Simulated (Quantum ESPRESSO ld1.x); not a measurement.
Values are calculated unless marked as measured or tabulated.
Species: Pm+. Configuration: [Xe] 4f5 6s1. Code: ld1.x of Quantum ESPRESSO 7.5. Model: non-relativistic Kohn-Sham, LDA (Slater exchange, Perdew-Wang correlation), spin-polarised, spherical densities, point nucleus; open shells are filled with parallel spins first; relativity is left out, which matters for an element this heavy.

Normalised radial functions P(r) = r R(r), r in bohr:

```
   r/bohr * 5s down (the largest magnitude, 0.911, reaches the edge; | marks zero)
 0.001773                             |*
 0.002423                             | *
 0.003283                             | *
 0.004486                             |  *
 0.006079                             |  *
 0.008305                             |   *
  0.01126                             |   *
  0.01538                             |   *
  0.02084                             |  *
  0.02824                             |*
  0.03859                           * |
  0.05229                        *    |
  0.07144                      *      |
  0.09682                        *    |
   0.1323                             | *
   0.1793                             |        *
   0.2449                             |       *
   0.3319                          *  |
   0.4534               *             |
   0.6145                  *          |
   0.8396                             |       *
    1.138                             |                        *
    1.554                             |                          *
    2.107                             |                *
    2.878                             |     *
    3.901                             |*
    5.329                             *
    7.222                             *
    9.866                             *
    13.37                             *
```

5s down: eigenvalue -42.016 eV, 4 radial nodes at r = 0.0318, 0.121, 0.313, 0.743 bohr, <r> = 1.54 bohr, 90 % of the charge inside 2.22 bohr.
